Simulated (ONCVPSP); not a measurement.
**Pseudopotential generation for Mg: ONCV, LDA (Perdew-Wang 92), non-relativistic.**

- Element: Mg
- Generator: ONCVPSP 4.0.1
- Type: optimised norm-conserving Vanderbilt (ONCV)
- Functional: LDA (Perdew-Wang 92)
- Relativity: non-relativistic
- Frozen core: [He]
- Valence charge: 10
- Reference configuration: 2s2 2p6 (charge +2)
- Partial waves: 2s: rc 0.90 bohr, ncon 4, nbas 8, qcut 16.9 1/bohr, 2 projectors, debl 1.4 Ha; 2p: rc 0.85 bohr, ncon 5, nbas 8, qcut 17.4 1/bohr, 1 projector; d scattering state at 0.24 Ha: rc 0.75 bohr, ncon 4, nbas 8, qcut 11 1/bohr, local
- Local potential: the d channel
- Core correction: polynomial model core, fcfact 0.4

In the s channel the program set the typed energies aside and used -3.643, 0.250 Ha.

**Question.** Estimate the cutoffs (Ha) at which the residual kinetic energy of the hardest occupied pseudo-wave falls to 1 and 0.1 mHa per electron.

**Answer.** 115 Ha and 132 Ha.

**Question.** What does a ghost test show?

**Answer.** No bound ghost flagged; no localised positive-energy state flagged.

**Question.** Which valence shell sets the plane-wave cutoff?

**Answer.** 2p: 115 Ha for 1 mHa per electron, against 75 Ha for 2s.

**Question.** Tests: 2s2 2p6 3s2; 2s2 2p6 3s1; 2s2 2p6 3s1.5; 2s2 2p5 3s2. Which has the largest error in its energy relative to the reference configuration, and how large is it?

**Answer.** 2s2 2p5 3s2, with +46 meV (all-electron minus pseudo) on +35.63 eV.
